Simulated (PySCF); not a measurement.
## Induced dipoles and field energies

Compound: phenylphosphine, C₆H₇P.
Cartesian coordinates in Å at the GFN2-xTB level; atoms count from 1:
```xyz
14
C6H7P angstrom
P      2.5948   -0.2165    0.6597
C      0.8173   -0.0758    0.2526
C      0.0683   -1.2130   -0.0304
C     -1.2885   -1.1100   -0.2756
C     -1.9120    0.1257   -0.2281
C     -1.1746    1.2596    0.0700
C      0.1820    1.1599    0.3164
H      2.9926    0.8825   -0.0989
H      2.8980   -1.1115   -0.3642
H      0.5547   -2.1787   -0.0632
H     -1.8613   -1.9969   -0.5049
H     -2.9717    0.2047   -0.4206
H     -1.6579    2.2250    0.1104
H      0.7575    2.0443    0.5547
```

Level: CAM-B3LYP/def2-SVPD (PySCF); nuclei fixed, core orbitals frozen in the response. Permanent dipole (-0.614, 0.129, -0.741) D (1 au = 2.5417 D). Static polarisability (au):

```
x   121.99  -2.77  10.25
y    -2.77  94.60   4.20
z    10.25   4.20  62.97
```

Only the terms in μ and α are kept: μ(F) = μ + αF and ΔE = −μ·F − ½ F·αF.

Task: Apply 0.003 au along ±x, ±y and ±z in turn. Tabulate induced and total dipoles and both energy terms.

Result: 
```json
{"field along": "+x", "induced x (D)": "0.930", "induced y (D)": "-0.021", "induced z (D)": "0.078", "total size (D)": "0.742", "−μ·F (kJ/mol)": "+1.903", "−½F·αF (kJ/mol)": "-1.441"}
{"field along": "−x", "induced x (D)": "-0.930", "induced y (D)": "0.021", "induced z (D)": "-0.078", "total size (D)": "1.754", "−μ·F (kJ/mol)": "-1.903", "−½F·αF (kJ/mol)": "-1.441"}
{"field along": "+y", "induced x (D)": "-0.021", "induced y (D)": "0.721", "induced z (D)": "0.032", "total size (D)": "1.276", "−μ·F (kJ/mol)": "-0.400", "−½F·αF (kJ/mol)": "-1.118"}
{"field along": "−y", "induced x (D)": "0.021", "induced y (D)": "-0.721", "induced z (D)": "-0.032", "total size (D)": "1.140", "−μ·F (kJ/mol)": "+0.400", "−½F·αF (kJ/mol)": "-1.118"}
{"field along": "+z", "induced x (D)": "0.078", "induced y (D)": "0.032", "induced z (D)": "0.480", "total size (D)": "0.617", "−μ·F (kJ/mol)": "+2.296", "−½F·αF (kJ/mol)": "-0.744"}
{"field along": "−z", "induced x (D)": "-0.078", "induced y (D)": "-0.032", "induced z (D)": "-0.480", "total size (D)": "1.407", "−μ·F (kJ/mol)": "-2.296", "−½F·αF (kJ/mol)": "-0.744"}
```

Task: For the field (0.0012, -0.0030, 0.0027) au, what is the induced dipole, and what angle does it make with the field?

Result: αF = (0.464, -0.701, 0.431) D, at 16.0° to the field. The polarisability along this direction, F·αF/F², is 84.85 au, against a mean of 93.19 au.

Task: At what field along the permanent dipole would the induced dipole along it equal the permanent one, in this linear picture?

Result: The polarisability along the dipole is 96.64 au, so F = 0.3820 au / 96.64 au = 0.0040 au = 0.20 V/Å; higher-order terms are ignored.

Task: What field makes μF equal to kT at 100 K?

Result: kT = 0.3167 × 10⁻³ Eh, so F = 0.000829 au = 4.26 MV/cm.

Task: A unit point charge sits 6 Å away. Estimate the induction energy −αe²/2R⁴ with the mean polarisability, treating the molecule as a point.

Result: R = 11.34 bohr, so the energy is −93.2/(2 × 11.34⁴) Eh = -7.4 kJ/mol. The charge–dipole term at its most favourable orientation, −μe/R², is -7.8 kJ/mol.

Geometry: GFN2-xTB, one conformer, isolated molecule.

These values come from a run that also computed excited states. Time: 47 s of wall time (with the writing of density and orbital grids); peak memory 0.91 GiB. Hardware: an Intel Xeon Platinum 8259CL at 2.50 GHz with one thread, shared host.
